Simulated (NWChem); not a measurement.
System: CBrF$_{2}$, doublet; SMILES Br[C](F)F

Parts of the log:

```
             Northwest Computational Chemistry Package (NWChem) 7.3.0
             --------------------------------------------------------

 CS  symmetry detected

                             Geometry "geometry" -> ""
                             -------------------------

 Output coordinates in angstroms (scale by  1.889725989 to convert to a.u.)

  No.       Tag          Charge          X              Y              Z
 ---- ---------------- ---------- -------------- -------------- --------------
    1 F                    9.0000    -0.07686908     1.54110169    -1.08642157
    2 C                    6.0000     0.31694403     0.89321950     0.00000000
    3 F                    9.0000    -0.07686908     1.54110169     1.08642157
    4 Br                  35.0000    -0.01480059    -0.94568992     0.00000000

 Effective nuclear repulsion energy (a.u.)     245.1535575261

      Symmetry information
      --------------------

 Group name             Cs
 Group number              2
 Group order               2
 No. of unique centers     3

                                Z-matrix (autoz)
                                --------

 Units are Angstrom for bonds and degrees for angles

      Type          Name      I     J     K     L     M      Value
      ----------- --------  ----- ----- ----- ----- ----- ----------
    1 Stretch                  1     2                       1.32482
    2 Stretch                  2     3                       1.32482
    3 Stretch                  2     4                       1.86859
    4 Bend                     1     2     3               110.17986
    5 Bend                     1     2     4               115.37181
    6 Bend                     3     2     4               115.37181

                           NWChem Geometry Optimization
                           ----------------------------

 maximum gradient threshold         (gmax) =   0.004500
 rms gradient threshold             (grms) =   0.003000
 maximum cartesian step threshold   (xmax) =   0.018000
 rms cartesian step threshold       (xrms) =   0.012000
 fixed trust radius                (trust) =   0.300000
 source of zmatrix                         =   autoz

          -------------------
          Energy Minimization
          -------------------

 Using diagonal initial Hessian
 Scaling for Hessian diagonals: bonds = 1.00  angles = 0.25  torsions = 0.10

          --------
          Step   0

                                 NWChem DFT Module
                                 -----------------

 Summary of "ao basis" -> "ao basis" (spherical)
 ------------------------------------------------------------------------------
       Tag                 Description            Shells   Functions and Types
 ---------------- ------------------------------  ------  ---------------------
 F                          def2-svp                 6       14   3s2p1d
 C                          def2-svp                 6       14   3s2p1d
 Br                         def2-svp                12       32   5s4p3d

      Symmetry analysis of basis
      --------------------------

        a'         46
        a"         28

            General Information
            -------------------
          SCF calculation type: DFT
          Wavefunction type:  spin polarized.
          No. of atoms     :     4
          No. of electrons :    59
           Alpha electrons :    30
            Beta electrons :    29
          Charge           :     0
          Spin multiplicity:     2
          Use of symmetry is: on ; symmetry adaption is: on
          Maximum number of iterations: 150
          AO basis - number of functions:    74
                     number of shells:    30
          Convergence on energy requested:  1.00D-06
          Convergence on density requested:  1.00D-05
          Convergence on gradient requested:  5.00D-04

              XC Information
              --------------
                         B3LYP Method XC Potential
                     Hartree-Fock (Exact) Exchange  0.200
                        Slater Exchange Functional  0.800 local
                    Becke 1988 Exchange Functional  0.720 non-local
              Lee-Yang-Parr Correlation Functional  0.810
                  VWN I RPA Correlation Functional  0.190 local

             Grid Information
             ----------------
          Grid used for XC integration:  medium
          Radial quadrature: Mura-Knowles
          Angular quadrature: Lebedev.
          Tag              B.-S. Rad. Rad. Pts. Rad. Cut. Ang. Pts.
          ---              ---------- --------- --------- ---------
          F                   0.50       49           8.0       434
          C                   0.70       49           7.0       434
          Br                  1.15      112           7.0       590
          Grid pruning is: on
          Number of quadrature shells:   210
          Spatial weights used:  Erf1

      Superposition of Atomic Density Guess
      -------------------------------------

 Sum of atomic energies:       -2808.29564178

      Non-variational initial energy
      ------------------------------

 Total energy =   -2809.171497
 1-e energy   =   -4399.579832
 2-e energy   =    1345.254777
 HOMO         =      -0.096649
 LUMO         =       0.133397

   Symmetry analysis of molecular orbitals - initial alpha
   -------------------------------------------------------

  Numbering of irreducible representations:

     1 a'          2 a"

  Orbital symmetries:

     1 a'          2 a'          3 a'          4 a"          5 a'
     6 a'          7 a"          8 a'          9 a'         10 a'
    11 a"         12 a'         13 a'         14 a"         15 a'
    16 a"         17 a'         18 a'         19 a"         20 a'
    21 a'         22 a"         23 a'         24 a'         25 a"
    26 a"         27 a'         28 a'         29 a"         30 a'
    31 a'         32 a"         33 a'         34 a'         35 a'
    36 a'         37 a"         38 a'         39 a"         40 a'

   Symmetry analysis of molecular orbitals - initial beta
   ------------------------------------------------------

  Numbering of irreducible representations:

     1 a'          2 a"

  Orbital symmetries:

     1 a'          2 a'          3 a'          4 a"          5 a'
     6 a'          7 a"          8 a'          9 a'         10 a'
    11 a"         12 a'         13 a'         14 a"         15 a'
    16 a"         17 a'         18 a'         19 a"         20 a'
    21 a'         22 a"         23 a'         24 a'         25 a"
    26 a"         27 a'         28 a'         29 a"         30 a'
    31 a'         32 a"         33 a'         34 a'         35 a'
    36 a'         37 a"         38 a'         39 a"         40 a'

   convergence    iter        energy       DeltaE   RMS-Dens  Diis-err
 ---------------- ----- ----------------- --------- --------- ---------
 d= 0,ls=0.0,diis     1  -2811.2498978527 -3.06D+03  1.38D-02  3.39D-01
                                                     1.05D-02  3.02D-01
 d= 0,ls=0.0,diis     2  -2811.0541375087  1.96D-01  7.13D-03  8.26D-01
                                                     7.24D-03  8.62D-01
 d= 0,ls=0.0,diis     3  -2811.3982566036 -3.44D-01  1.34D-03  6.31D-03
                                                     1.01D-03  5.33D-03
 d= 0,ls=0.0,diis     4  -2811.4008929393 -2.64D-03  4.51D-04  6.39D-04
                                                     3.10D-04  7.06D-04
 d= 0,ls=0.0,diis     5  -2811.4011934513 -3.01D-04  1.10D-04  4.74D-05
                                                     8.65D-05  6.46D-05
  Resetting Diis
 d= 0,ls=0.0,diis     6  -2811.4012197691 -2.63D-05  1.18D-04  3.80D-06
                                                     3.45D-05  1.86D-06
 d= 0,ls=0.0,diis     7  -2811.4012250818 -5.31D-06  1.99D-05  9.66D-07
                                                     2.70D-05  1.06D-06
 d= 0,ls=0.0,diis     8  -2811.4012248960  1.86D-07  1.65D-05  1.85D-06
                                                     1.25D-05  1.72D-06
 d= 0,ls=0.0,diis     9  -2811.4012257305 -8.34D-07  3.21D-06  1.24D-08
                                                     2.80D-06  2.25D-08

         Total DFT energy =    -2811.401225730457
      One electron energy =    -4398.826968719575
           Coulomb energy =     1459.948215727175
    Exchange-Corr. energy =     -117.676030264108
 Nuclear repulsion energy =      245.153557526051

 Numeric. integr. density =       58.999998851833

                  Occupations of the irreducible representations
                  ----------------------------------------------

                     irrep           alpha         beta
                     --------     --------     --------
                     a'               20.0         19.0
                     a"               10.0         10.0

                    DFT Final Alpha Molecular Orbital Analysis
                    ------------------------------------------

 Vector   28  Occ=1.000000D+00  E=-3.411578D-01  Symmetry=a'
              MO Center=  4.9D-02, -5.1D-01, -5.2D-15, r^2= 2.1D+00
   Bfn.  Coefficient  Atom+Function         Bfn.  Coefficient  Atom+Function
  ----- ------------  ---------------      ----- ------------  ---------------
    57      0.480618  4 Br px                54      0.460732  4 Br px
    51     -0.302446  4 Br px                58     -0.215768  4 Br py
    55     -0.199735  4 Br py                18      0.180728  2 C  px
     4      0.155294  1 F  px                32      0.155294  3 F  px
    52      0.129154  4 Br py                 7     -0.113513  1 F  px

 Vector   29  Occ=1.000000D+00  E=-3.246010D-01  Symmetry=a"
              MO Center= -8.0D-03, -8.1D-01,  2.2D-15, r^2= 1.7D+00
   Bfn.  Coefficient  Atom+Function         Bfn.  Coefficient  Atom+Function
  ----- ------------  ---------------      ----- ------------  ---------------
    59      0.579052  4 Br pz                56      0.545825  4 Br pz
    53     -0.357151  4 Br pz                 5      0.119121  1 F  py
    33     -0.119121  3 F  py                50      0.115952  4 Br pz
     8     -0.084090  1 F  py                36      0.084090  3 F  py
    23      0.043704  2 C  pz                 3      0.031929  1 F  s

 Vector   30  Occ=1.000000D+00  E=-2.421980D-01  Symmetry=a'
              MO Center=  3.5D-01,  4.8D-01, -1.1D-13, r^2= 2.3D+00
   Bfn.  Coefficient  Atom+Function         Bfn.  Coefficient  Atom+Function
  ----- ------------  ---------------      ----- ------------  ---------------
    18      0.519664  2 C  px                17      0.421447  2 C  s
    57     -0.359362  4 Br px                54     -0.280390  4 Br px
    21      0.273959  2 C  px                 4      0.245377  1 F  px
    32      0.245377  3 F  px                16      0.238560  2 C  s
    58     -0.211085  4 Br py                 7     -0.197478  1 F  px

 Vector   31  Occ=0.000000D+00  E=-3.561507D-03  Symmetry=a'
              MO Center=  1.3D-02, -3.1D-01,  3.6D-14, r^2= 2.3D+00
   Bfn.  Coefficient  Atom+Function         Bfn.  Coefficient  Atom+Function
  ----- ------------  ---------------      ----- ------------  ---------------
    58      0.919526  4 Br py                17     -0.716021  2 C  s
    47      0.528711  4 Br s                 22      0.493083  2 C  py
    19      0.444731  2 C  py                16     -0.412635  2 C  s
    55      0.303583  4 Br py                18      0.277823  2 C  px
    21      0.275446  2 C  px                46      0.250141  4 Br s

[...]

      ----------------------
      Optimization converged
      ----------------------

  Step       Energy      Delta E   Gmax     Grms     Xrms     Xmax
  ---- ---------------- -------- -------- -------- -------- --------
@    3   -2811.40207429 -1.7D-05  0.00013  0.00008  0.00403  0.00927
                                     ok       ok       ok       ok

                                Z-matrix (autoz)
                                --------

 Units are Angstrom for bonds and degrees for angles

      Type          Name      I     J     K     L     M      Value     Gradient
      ----------- --------  ----- ----- ----- ----- ----- ---------- ----------
    1 Stretch                  1     2                       1.31632   -0.00004
    2 Stretch                  2     3                       1.31632   -0.00004
    3 Stretch                  2     4                       1.91992   -0.00013
    4 Bend                     1     2     3               110.55999    0.00002
    5 Bend                     1     2     4               114.09060    0.00010
    6 Bend                     3     2     4               114.09060    0.00010

                         Geometry "geometry" -> "geometry"
                         ---------------------------------

 Output coordinates in angstroms (scale by  1.889725989 to convert to a.u.)

  No.       Tag          Charge          X              Y              Z
 ---- ---------------- ---------- -------------- -------------- --------------
    1 F                    9.0000    -0.08118811     1.54152621    -1.08193991
    2 C                    6.0000     0.33315665     0.91669578     0.00000000
    3 F                    9.0000    -0.08118811     1.54152621     1.08193991
    4 Br                  35.0000    -0.02237515    -0.97001526     0.00000000

 Effective nuclear repulsion energy (a.u.)     242.9882976205

      Symmetry information
      --------------------

 Group name             Cs
 Group number              2
 Group order               2
 No. of unique centers     3

                Final and change from initial internal coordinates
                --------------------------------------------------

                                Z-matrix (autoz)
                                --------

 Units are Angstrom for bonds and degrees for angles

      Type          Name      I     J     K     L     M      Value       Change
      ----------- --------  ----- ----- ----- ----- ----- ---------- ----------
    1 Stretch                  1     2                       1.31632   -0.00851
    2 Stretch                  2     3                       1.31632   -0.00851
    3 Stretch                  2     4                       1.91992    0.05132
    4 Bend                     1     2     3               110.55999    0.38013
    5 Bend                     1     2     4               114.09060   -1.28121
    6 Bend                     3     2     4               114.09060   -1.28121

 ==============================================================================
                                internuclear distances
 ------------------------------------------------------------------------------
       center one      |      center two      | atomic units |  angstroms
 ------------------------------------------------------------------------------
    2 C                |   1 F                |     2.48748  |     1.31632
    3 F                |   2 C                |     2.48748  |     1.31632
    4 Br               |   2 C                |     3.62812  |     1.91992
 ------------------------------------------------------------------------------
                         number of included internuclear distances:          3
 ==============================================================================
```

Level: B3LYP/def2-SVP, spin-unrestricted. In the optimisation the excess spin sits in a' (Cs, its own frame). No stability test was run on the SCF state.

**Question.** Reconstruct the input file.

**Answer.** This is not unique; one that fits is the input that was run:
```
start job
memory heap 200 mb stack 900 mb global 1100 mb
geometry units angstroms
  F     -1.642453    -1.005784    -0.054135
  C     -0.939523     0.052759     0.320849
  F     -1.532740     1.164001    -0.089397
  Br     0.896173    -0.045586    -0.014100
end
basis spherical
  F library def2-svp
  C library def2-svp
  Br library def2-svp
end
dft
  odft
  mult 2
  xc b3lyp
  iterations 150
end
driver
  maxiter 150
  loose
end
task dft optimize
```
